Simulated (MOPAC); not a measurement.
A run for MOPAC: PM7 on CdH3N (SMILES [NH2][CdH]), a point of a bond scan (R = 1.987 Å).

```
PM7 1SCF PRECISE CHARGE=0 THREADS=1
CdH3N

Cd    -0.19315055 1    -0.04077904 1    -0.22746535 1
H     -1.41250332 1    -0.27546756 1    -1.77897872 1
N      1.16167798 1     0.26842501 1     1.25041043 1
H      1.49906634 1    -0.57553431 1     1.69861765 1
H      0.84969212 1     0.89030603 1     1.98723929 1
```

The log:

```
*******************************************************************************
 **                                                                           **
 **                              MOPAC v23.2.5                                **
 **                                                                           **
 *******************************************************************************
 ** MOPAC's Digital Object Identifier: https://doi.org/10.5281/zenodo.6511958 **
 **                                                                           **
 ** Please cite the open-source release paper for use of this MOPAC version:  **
 ** J. E. Moussa and J. J. P. Stewart (2026)                                  **
 ** MOPAC: An open-source semiempirical molecular orbital program             **
 ** J. Open Source Softw., 11(119), 8025, https://doi.org/10.21105/joss.08025 **
 *******************************************************************************

                              PM7 CALCULATION RESULTS

 *******************************************************************************
 *  PM7        - The PM7 Hamiltonian to be used
 *
 *
 *
 *                 CHARGE ON SYSTEM = 0
 *
 *
 *
 *  PRECISE    - TIGHTER CRITERIA TO BE USED
 *  1SCF       - DO 1 SCF AND THEN STOP
 *  THREADS=1  - MULTI-THREADING NOT USED
 *  T=         - A TIME OF 172800.0 SECONDS REQUESTED
 *  DUMP=N     - RESTART FILE WRITTEN EVERY 7200.0 SECONDS REQUESTED
 *******************************************************************************
PM7 1SCF PRECISE CHARGE=0 THREADS=1
 CdH3N

   ATOM   CHEMICAL          X               Y               Z
  NUMBER   SYMBOL      (ANGSTROMS)     (ANGSTROMS)     (ANGSTROMS)

     1      Cd         -0.19315055  *  -0.04077904  *  -0.22746535  *
     2       H         -1.41250332  *  -0.27546756  *  -1.77897872  *
     3       N          1.16167798  *   0.26842501  *   1.25041043  *
     4       H          1.49906634  *  -0.57553431  *   1.69861765  *
     5       H          0.84969212  *   0.89030603  *   1.98723929  *



          CARTESIAN COORDINATES

    NO.       ATOM           X           Y           Z

     1        Cd         -0.1932     -0.0408     -0.2275
     2         H         -1.4125     -0.2755     -1.7790
     3         N          1.1617      0.2684      1.2504
     4         H          1.4991     -0.5755      1.6986
     5         H          0.8497      0.8903      1.9872

 General Reference for PM7:
 "Optimization of Parameters for Semiempirical Methods VI: More Modifications to the
 NDDO Approximations and Re-optimization of Parameters", J. J. P. Stewart, J. Mol. Mod., 1:32, 19 (2013)
 https://link.springer.com/article/10.1007/s00894-012-1667-x

           Empirical Formula: H3 N Cd  =     5 atoms



      MOLECULAR POINT GROUP   :   Cs


      RHF CALCULATION, NO. OF DOUBLY OCCUPIED LEVELS = 5


 -------------------------------------------------------------------------------
 PM7 1SCF PRECISE CHARGE=0 THREADS=1
 CdH3N



     1SCF WAS SPECIFIED, SO BFGS WAS NOT USED
     SCF FIELD WAS ACHIEVED


                              PM7 CALCULATION
                                                       MOPAC v23.2.5 Linux




          FINAL HEAT OF FORMATION =         32.58823 KCAL/MOL =     136.34913 KJ/MOL


          COSMO AREA              =         78.77 SQUARE ANGSTROMS
          COSMO VOLUME            =         55.56 CUBIC ANGSTROMS

          IONIZATION POTENTIAL    =          9.546534 EV
          HOMO LUMO ENERGIES (EV) =         -9.547  0.413
          NO. OF FILLED LEVELS    =          5
          MOLECULAR WEIGHT        =        129.4404         POINT GROUP:  Cs

          MOLECULAR DIMENSIONS (Angstroms)

            Atom       Atom       Distance
            H     4    H     2     4.54543
            H     5    H     2     1.60264
            N     3    H     2     0.36948


          SCF CALCULATIONS        =          1





   ATOM   CHEMICAL          X               Y               Z
  NUMBER   SYMBOL      (ANGSTROMS)     (ANGSTROMS)     (ANGSTROMS)

     1      Cd         -0.19315055  *  -0.04077904  *  -0.22746535  *
     2       H         -1.41250332  *  -0.27546756  *  -1.77897872  *
     3       N          1.16167798  *   0.26842501  *   1.25041043  *
     4       H          1.49906634  *  -0.57553431  *   1.69861765  *
     5       H          0.84969212  *   0.89030603  *   1.98723929  *

                             CARTESIAN COORDINATES

   1   Cd       -0.193150550    -0.040779040    -0.227465350
   2    H       -1.412503320    -0.275467560    -1.778978720
   3    N        1.161677980     0.268425010     1.250410430
   4    H        1.499066340    -0.575534310     1.698617650
   5    H        0.849692120     0.890306030     1.987239290


           Empirical Formula: H3 N Cd  =     5 atoms



      MOLECULAR POINT GROUP   :   Cs


                  EIGENVALUES
 -33.91844 -15.60045 -13.18483 -10.96863  -9.54653   0.41345   4.54676   4.59607
   5.40191   7.28930   8.83026


              NET ATOMIC CHARGES AND DIPOLE CONTRIBUTIONS

  ATOM NO.   TYPE          CHARGE      No. of ELECS.   s-Pop       p-Pop
    1         Cd           0.309603        1.6904     0.99531     0.69509
    2          H          -0.045699        1.0457     1.04570
    3          N          -0.778644        5.7786     1.65087     4.12778
    4          H           0.257370        0.7426     0.74263
    5          H           0.257370        0.7426     0.74263
 DIPOLE           X         Y         Z       TOTAL
 POINT-CHG.    -1.418    -0.615    -0.068     1.547
 HYBRID        -0.198    -0.288     1.018     1.076
 SUM           -1.617    -0.903     0.950     2.081


          ATOMIC ORBITAL ELECTRON POPULATIONS

     Atom    s        px        py        pz
    1 Cd   0.99531   0.25370   0.04747   0.39392
    2  H   1.04570
    3  N   1.65087   1.50197   1.26726   1.35854
    4  H   0.74263
    5  H   0.74263

 **********************
 *                    *
 * JOB ENDED NORMALLY *
 *                    *
 **********************




 == MOPAC DONE ==
```

The run finished.

Cost: about 0.04 core-seconds (a rough figure).
